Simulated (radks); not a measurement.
Problem. These are the eigenvalues of the occupied orbitals of an atom or ion with whole-number occupations (eV). All-electron calculation, Dirac Kohn-Sham, HCTH/407, spin-unpolarised, spherical densities, finite nucleus; Fermi nuclear charge, rms radius of each element as measured or else 0.836 A^(1/3) + 0.57 fm. Program: a radial shooting solver on a logarithmic mesh with Libxc functionals.

1s1/2: -85430.92
2s1/2: -15226.30
2p1/2: -14626.81
2p3/2: -12561.70
3s1/2: -3650.337
3p1/2: -3378.053
3p3/2: -2918.625
3d3/2: -2466.484
3d5/2: -2368.166
4s1/2: -829.6630
4p1/2: -711.9400
4p3/2: -600.0043
4d3/2: -407.0633
4d5/2: -386.1255
5s1/2: -149.3965
4f5/2: -136.4843
4f7/2: -131.8427
5p1/2: -109.7421
5p3/2: -89.3842
5d3/2: -35.1065
5d5/2: -32.8081
6s1/2: -25.3952

Which element is it, and in what charge state? The configuration may be excited. Open shells, if any, fill j = l - 1/2 first.

Solution. Z = 81, thallium, charge +2: Tl2+ in [Xe] 4f14 5d10 6s1. The list shows which subshells hold electrons but not how many an open one holds; the 1s level, -3139.5 hartree, gives Z - s = 79.2 by -(Z - s)^2/2, which with screening and relativity narrows Z to a few neighbours, and the depths of the outer levels then fix element, charge and occupations together.
